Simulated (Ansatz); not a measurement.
A nudged elastic band was laid between two geometries of CH3OSSi (7 atoms, charge -1, multiplicity 1).

Theory: Ansatz, RKS PBE/def2-SVP.

* movable images: 5
* climbing image: yes
* spring: 5.0 eV/Å²
* optimiser: quadratic models (default)
* start path: through a guess of the saddle point
* force threshold: 0.03 eV/Å
* iteration limit: 60
* end points: relaxed

Initial state:

```xyz
7
Properties=species:S:1:pos:R:3
O -1.425 0.341 -0.562
C -0.216 -0.297 -0.716
Si 1.214 0.425 0.371
S -0.099 -1.431 -1.940
H -1.282 0.875 0.255
H 0.205 0.952 1.470
H 1.602 -0.866 1.123
```

Final state:

```xyz
7
Properties=species:S:1:pos:R:3
O -1.321 0.500 -0.686
C -0.291 -0.410 -0.628
Si 0.605 -0.495 1.085
S -0.101 -1.437 -1.935
H -1.176 1.039 0.128
H 0.241 1.004 1.429
H 2.043 -0.201 0.605
```

**Question.** What changes between the two ends?

**Answer.** No bond is made or broken. The height of Si3 over the plane of its neighbours goes from 0.86 to -0.86 Å. The two ends are copies of one structure, up to a mirror image or an exchange of like atoms.

**Question.** Give the energies along the band, and the barrier.

**Answer.** It converged. The highest image is number 3 of 0 to 6, 67.9 kJ/mol above the ends, which have the same energy within 2 meV. A vibrational analysis at the climbing image gives one clearly imaginary mode, 604i cm⁻¹: a first-order saddle point. Limits of this set-up: an anion without diffuse functions, the dipole of an ion depends on the origin.

```csv
image,path coordinate (Å),energy (kJ/mol),height of Si3 over the plane of its neighbours (Å)
0,0.00,0.0,0.86
1,0.43,2.4,0.79
2,0.85,30.0,0.47
3,1.28,67.9,0.00
4,1.71,29.9,-0.47
5,2.13,2.4,-0.79
6,2.56,0.0,-0.86
```

**Question.** What is the geometry of the highest image?

**Answer.** 
```xyz
7
Properties=species:S:1:pos:R:3
O -1.502 0.417 -0.761
C -0.319 -0.329 -0.677
Si 0.814 0.010 0.702
S -0.078 -1.483 -1.893
H -1.492 1.026 0.007
H 0.474 1.080 1.719
H 2.103 -0.721 0.902
```

**Question.** What are the harmonic wavenumbers there?

**Answer.** 604i, 215, 233, 363, 429, 492, 539, 602, 864, 969, 1069, 1288, 2080, 2199, 3578 cm⁻¹.

The run took 90 s on 1 CPU thread of a shared host.
